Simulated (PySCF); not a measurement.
Compound: AlAsH₈OSi.
Bonds: Si1–O2, O2–Al3, Al3–As4. Hydrogens: H5, H6, H7 on Si1; H8, H9 on Al3; H10, H11, H12 on As4.

Computed by this run: PySCF, PBE0-D3(BJ)/def2-SVP geometry optimisation, gas phase; density fitting, grid level 1; the optimiser is geomeTRIC in internal coordinates, started from a GFN2-xTB structure with every atom displaced at random (about 0.01 Å).

Geometry at step 3:
```
atom  x, y, z in Å
Si1     2.0395    0.0039    0.8400
O2      0.9898   -0.1837   -0.4000
Al3    -0.1068   -0.3985   -1.7163
As4    -2.0997    0.1084    0.1335
H5      2.6823   -1.2943    1.2336
H6      1.3263    0.5302    2.0521
H7      3.1379    0.9639    0.4975
H8     -0.4233    0.8971   -2.5894
H9     -0.3459   -1.8773   -2.2512
H10    -1.7051    1.5106    0.5350
H11    -3.6003    0.2598    0.1860
H12    -1.8553   -0.5485    1.4700
```

Task: Give the atomic forces at this geometry.

Result: 
| atom | Fx (eV/Å) | Fy (eV/Å) | Fz (eV/Å) |
| --- | --- | --- | --- |
| Si1 | 0.138 | -0.038 | 0.103 |
| O2 | 0.010 | -0.014 | 0.004 |
| Al3 | -0.215 | 0.030 | 0.037 |
| As4 | 0.475 | -0.036 | -0.295 |
| H5 | -0.063 | 0.038 | -0.054 |
| H6 | -0.015 | 0.005 | -0.041 |
| H7 | -0.056 | -0.006 | -0.018 |
| H8 | 0.037 | -0.044 | -0.017 |
| H9 | 0.007 | 0.030 | 0.038 |
| H10 | -0.151 | 0.007 | 0.107 |
| H11 | -0.038 | 0.012 | 0.081 |
| H12 | -0.129 | 0.017 | 0.057 |

The largest, 0.56 eV/Å, acts on As4; the rms over all components is 0.115 eV/Å. The forces sum to zero within rounding, as they must for an isolated molecule in no field.

Task: Give the force on As4 in Eh/bohr and in nN.

Result: 0.560 eV/Å ÷ 51.422 = 0.01090 Eh/bohr, and 0.560 eV/Å × 1.602 = 0.90 nN.

Task: How far is this geometry from the end of the optimisation?

Result: 0.061 eV above it, and 0.356 Å rms away after alignment. The bonds farthest from their final lengths, with half the difference of the two atoms' forces along the bond (positive lengthens):

```json
{"bond": "Al3–As4", "now (Å)": "2.766", "final (Å)": "2.678", "force along bond (eV/Å)": "-0.37"}
{"bond": "Si1–H5", "now (Å)": "1.501", "final (Å)": "1.497", "force along bond (eV/Å)": "-0.10"}
{"bond": "O2–Al3", "now (Å)": "1.727", "final (Å)": "1.724", "force along bond (eV/Å)": "+0.06"}
{"bond": "Al3–H9", "now (Å)": "1.591", "final (Å)": "1.594", "force along bond (eV/Å)": "-0.02"}
{"bond": "As4–H11", "now (Å)": "1.509", "final (Å)": "1.511", "force along bond (eV/Å)": "+0.26"}
{"bond": "Si1–H7", "now (Å)": "1.498", "final (Å)": "1.497", "force along bond (eV/Å)": "-0.05"}
```

The angle farthest from its final value is Al3–As4–H10, 99.2° against 119.5°.

The cost below is that of the whole optimisation. The run took 60 s of wall time on AMD EPYC 9R45, one thread, shared host, and the process peaked at 0.52 GiB of memory.
